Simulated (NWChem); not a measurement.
Species: C$_{4}$H$_{6}$; SMILES CCC#C

```xyz
10

C      0.2635    -1.9660     0.0000
C     -0.1565    -0.8298     0.0000
C     -0.6407     0.5462     0.0000
C      0.4772     1.5876     0.0000
H      0.6306    -2.9755     0.0000
H     -1.2910     0.6916     0.8798
H     -1.2910     0.6916    -0.8798
H      0.0569     2.6042     0.0000
H      1.1166     1.4803    -0.8885
H      1.1166     1.4803     0.8885
```
Atoms are numbered in this order, from 1.

All runs: NWChem. Pople sets run with spherical d functions. Structure relaxed at the PBE0/def2-SVP level. B3LYP is NWChem's, with the RPA form of VWN correlation.

Taking B3LYP/def2-TZVP as the yardstick, which of these has the fewest basis functions while keeping “dipole (D)” within 0.05 D of it: B3LYP/STO-3G; B3LYP/3-21G; B3LYP/def2-SVPD; B3LYP/def2-SVP; B3LYP/6-31G*?

B3LYP/def2-SVPD.
| level | basis functions | dipole (D) |
|---|---|---|
| B3LYP/STO-3G | 26 | 0.61 |
| B3LYP/3-21G | 48 | 0.71 |
| B3LYP/6-31G* | 68 | 0.67 |
| B3LYP/def2-SVP | 86 | 0.74 |
| B3LYP/def2-SVPD | 128 | 0.80 |
| B3LYP/def2-TZVP | 160 | 0.82 |

The yardstick is one finite set, not the basis-set limit.
